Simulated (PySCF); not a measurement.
Molecule: C4H7Cl2 (charge -1, singlet). It need not be the lowest isomer of its formula. Whether it binds its extra electron was not tested at this geometry. SMILES: C[C-](Cl)CCCl
Structure (B3LYP-D3(BJ)/def2-TZVP (Ansatz) minimum search):
```
C
H 1 1.0974
H 1 1.1188 2 105.75
C 1 1.5033 2 107.42 3 121.72
C 4 1.5091 1 109.12 2 -59.16
H 5 1.0927 4 111.91 1 -172.16
H 5 1.0988 6 107.26 4 118.07
H 5 1.1160 6 107.14 7 114.57
C 1 1.5176 2 108.73 3 -112.58
H 9 1.0861 1 110.55 2 -160.84
H 9 1.0893 10 110.33 1 124.94
Cl 9 1.8343 10 105.48 11 111.93
Cl 4 1.9639 1 103.13 2 -168.46
```
Charge -1, spin multiplicity 1.

Dispersion corrections to the total energy (kcal/mol) from the dftd3 and dftd4 libraries through PySCF: D3(BJ) without and D4 with the three-body term, each with the damping fitted for the functional named.

| functional | D3(BJ) | D4 |
|---|---|---|
| TPSSh | -9.09 | -10.26 |
| PBE0 | -6.78 | -7.05 |
| BHLYP | -10.36 | -9.56 |
| r2SCAN | -2.27 | (withheld) |
| HF | (withheld) | -29.50 |
| BLYP | -16.45 | (withheld) |
| BP86 | -12.38 | -11.14 |

Task: Fill in the missing entries.

Result: 
- r2SCAN, D4: -2.18
- HF, D3(BJ): -54.57
- BLYP, D4: -18.32
